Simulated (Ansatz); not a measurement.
`[F][Sb]([F])[Cl]` + CH₃OH → `C[O][Sb]([F])[F]` + HCl at 298.15 K and 1 bar (ligand exchange at the Sb–Cl bond).

Program: Ansatz. Geometries: PBE0-D4/def2-TZVP. ΔE: electronic, gas phase. CBS: MP2 limit from def2 TZ/QZ plus the TZ coupled-cluster correction, frozen cores. This one scheme is used for every species. def2 core potentials past Kr. For Sb outer-core shells are correlated without core-valence functions, which leaves a few kJ/mol of doubt a bond. One conformer a species, not always the lowest.

```tsv
species	CCSD(T)/CBS energy (Eh)	H − E (kJ/mol)	S (J/(mol·K))
`[F][Sb]([F])[Cl]`	-899.48483	29.4	324.3
CH₃OH	-115.61712	146.3	238.2
`C[O][Sb]([F])[F]`	-554.71002	141.1	362.5
HCl	-460.38127	26.6	186.8
```

H − E and S are ideal-gas, rigid-rotor, harmonic terms from PBE0-D4/def2-TZVP, for one conformer and one mirror image of each species. 1 Eh = 2625.50 kJ/mol, R = 8.31446 J/(mol·K).

**Question.** By hand: ΔE, ΔH, ΔS and ΔG.

**Answer.** ΔE = (-554.71002) + (-460.38127) − (-899.48483) − (-115.61712) = 0.01066 Eh = 28.0 kJ/mol. Δ(H − E) = 141.1 + 26.6 − 29.4 − 146.3 = -8.0, so ΔH = 20.0 kJ/mol. ΔS = 362.5 + 186.8 − 324.3 − 238.2 = -13.2 J/(mol·K). ΔG = 20.0 − 298.15 × (-13.2)/1000 = 23.9 kJ/mol.

**Question.** By hand: the equilibrium constant, and the temperature at which ΔG would vanish if ΔH and ΔS stayed fixed.

**Answer.** log₁₀ K = −ΔG/(RT ln 10) = -4.2. ΔH and −TΔS have one sign here, so there is no such temperature.

The number of gas molecules stays the same, so ΔS is small and ΔH decides. A doubt of 5 kJ/mol in ΔE shifts log₁₀ K by 0.9 here. Other conformers and mirror images would add mixing entropy, several J/(mol·K) or more a flexible species. Modes under 60 cm⁻¹, often nearly free rotors, make the harmonic entropy too high. These are equilibria of isolated gas molecules and say nothing of rates. Largest T1 diagnostic: 0.015 (customary marks: 0.02 for closed shells, 0.045 for open ones).
